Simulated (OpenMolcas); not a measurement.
**Lines of W V: computed and rescaled rates**

| Quantity | Value |
| --- | --- |
| Program | OpenMolcas |
| Method | SS-CASPT2, IPEA 0.25 Eh, imaginary shift 0.1 Eh (closed shells correlated: 5s 5p) |
| Basis | ANO-RCC-VQZP [9s8p6d4f3g2h] |
| Scalar Hamiltonian | DKH2, point nucleus |
| Active space | 2 electrons in 10 orbitals (5d 6d) |
| State averaging | 2S+1 = 3 even, 10 roots; 2S+1 = 1 even, 15 roots |
| Spin-orbit coupling | RASSI with atomic mean-field integrals over the reference wave functions, term energies averaged over their components |

Rates come from the transition moments of the reference wave functions (E1 and E2 in the length form). At fixed line strength A goes as λ^-3 for E1 and M1 and as λ^-5 for E2, so a rate at the computed wavelength can be rescaled to the measured one. Measured vacuum wavelengths follow from level energies in the list in J. Phys. B 45, 065001 (2012). Branching counts decays inside the model space alone, at computed energies, and the table is only a selection of the E2 and M1 lines, drawn from those between levels with measured partners whose computed energy lies within a factor of 1.5 of the measured one.

```json
{"Upper": "5d² ¹S₀", "Lower": "5d² ³P₁", "Type": "M1", "λ computed (nm)": "373.7", "λ measured (nm)": "373.4", "A computed (s-1)": "6.83e+01", "A rescaled (s-1)": "", "Branching %": "73.0"}
{"Upper": "5d² ¹S₀", "Lower": "5d² ¹D₂ [60 %]", "Type": "E2", "λ computed (nm)": "332.5", "λ measured (nm)": "340.5", "A computed (s-1)": "1.75e+01", "A rescaled (s-1)": "1.55e+01", "Branching %": "18.7"}
{"Upper": "5d² ³P₂ [69 %]", "Lower": "5d² ¹D₂ [60 %]", "Type": "M1", "λ computed (nm)": "1068", "λ measured (nm)": "1127", "A computed (s-1)": "7.75e+00", "A rescaled (s-1)": "", "Branching %": "61.2"}
{"Upper": "5d² ¹D₂ [60 %]", "Lower": "5d² ³F₂", "Type": "M1", "λ computed (nm)": "723.6", "λ measured (nm)": "727.7", "A computed (s-1)": "6.01e+00", "A rescaled (s-1)": "", "Branching %": "80.7"}
{"Upper": "5d² ¹S₀", "Lower": "5d² ³F₂", "Type": "E2", "λ computed (nm)": "227.8", "λ measured (nm)": "232", "A computed (s-1)": "5.51e+00", "A rescaled (s-1)": "", "Branching %": "5.9"}
{"Upper": "5d² ¹G₄", "Lower": "5d² ³F₄", "Type": "M1", "λ computed (nm)": "886.3", "λ measured (nm)": "923.7", "A computed (s-1)": "3.78e+00", "A rescaled (s-1)": "", "Branching %": "32.0"}
{"Upper": "5d² ¹S₀", "Lower": "5d² ³P₂ [69 %]", "Type": "E2", "λ computed (nm)": "482.8", "λ measured (nm)": "487.9", "A computed (s-1)": "2.31e+00", "A rescaled (s-1)": "", "Branching %": "2.5"}
{"Upper": "5d² ³P₂ [69 %]", "Lower": "5d² ³P₁", "Type": "M1", "λ computed (nm)": "1654", "λ measured (nm)": "1591", "A computed (s-1)": "2.08e+00", "A rescaled (s-1)": "2.34e+00", "Branching %": "16.4"}
{"Upper": "5d² ³P₁", "Lower": "5d² ³P₀", "Type": "M1", "λ computed (nm)": "2817", "λ measured (nm)": "2864", "A computed (s-1)": "7.55e-01", "A rescaled (s-1)": "7.18e-01", "Branching %": "40.9"}
{"Upper": "5d² ³P₁", "Lower": "5d² ³F₂", "Type": "M1", "λ computed (nm)": "583.4", "λ measured (nm)": "612.3", "A computed (s-1)": "6.14e-01", "A rescaled (s-1)": "", "Branching %": "33.2"}
{"Upper": "5d² ³P₀", "Lower": "5d² ³F₂", "Type": "E2", "λ computed (nm)": "735.8", "λ measured (nm)": "778.9", "A computed (s-1)": "3.02e-01", "A rescaled (s-1)": "2.27e-01", "Branching %": "100.0"}
{"Upper": "5d² ³P₁", "Lower": "5d² ¹D₂ [60 %]", "Type": "M1", "λ computed (nm)": "3012", "λ measured (nm)": "3862", "A computed (s-1)": "2.48e-01", "A rescaled (s-1)": "", "Branching %": "13.4"}
{"Upper": "5d² ³P₁", "Lower": "5d² ³F₂", "Type": "E2", "λ computed (nm)": "583.4", "λ measured (nm)": "612.3", "A computed (s-1)": "1.82e-01", "A rescaled (s-1)": "1.43e-01", "Branching %": "9.8"}
{"Upper": "5d² ³P₂ [69 %]", "Lower": "5d² ³F₂", "Type": "M1", "λ computed (nm)": "431.3", "λ measured (nm)": "442.2", "A computed (s-1)": "1.25e-01", "A rescaled (s-1)": "", "Branching %": "1.0"}
{"Upper": "5d² ¹G₄", "Lower": "5d² ³F₂", "Type": "E2", "λ computed (nm)": "433.2", "λ measured (nm)": "447.5", "A computed (s-1)": "6.52e-02", "A rescaled (s-1)": "", "Branching %": "0.6"}
```

Spin-changing lines and M1 lines between different terms are not rescaled, since their strength hangs on the term gaps too.

The largest correction is for 5d² ³P₀ → 5d² ³F₂ (E2): 3.02e-01 × (735.8 / 778.9)^5 = 2.27e-01 s-1, a factor of 0.75.

The computed rate and branching of 5d² ³P₀ → 5d² ³F₂ give the upper level a radiative lifetime of 1.000 / 3.02e-01 s-1 = 3.31e+00 s, counting decays inside the model space alone. The rescaled rate gives about 4.4e+00 s.

These are rates of the free ion; in crystals, glasses and complexes forced electric-dipole and non-radiative decay shorten such lifetimes by orders of magnitude. No measured rate stands beside these. Rescaling mends the energy factor alone: line strengths can still be far off where a level mixes with configurations outside the active space, and weak or spin-changing lines hang on small mixing coefficients that depend on the term gaps too, so rescaling need not improve them.

CASPT2 does not keep the components of a term degenerate, so their means are used; among the terms shown or strongly mixed into the levels shown the widest spread is 620 cm-1 (5d² ¹G). Active for correlation alone: 6d; no level in the range computed is led by a configuration that fills it, so any true level of that kind is missing. Measured partners are found by configuration, term and J. A level has none where our copy of the source lacks it or the pairing is in doubt (some pairs that miss far off the trend of their configuration count as doubtful). Only configurations of the active space appear.

A share in square brackets marks a mixed level and gives the weight of the term that names it.
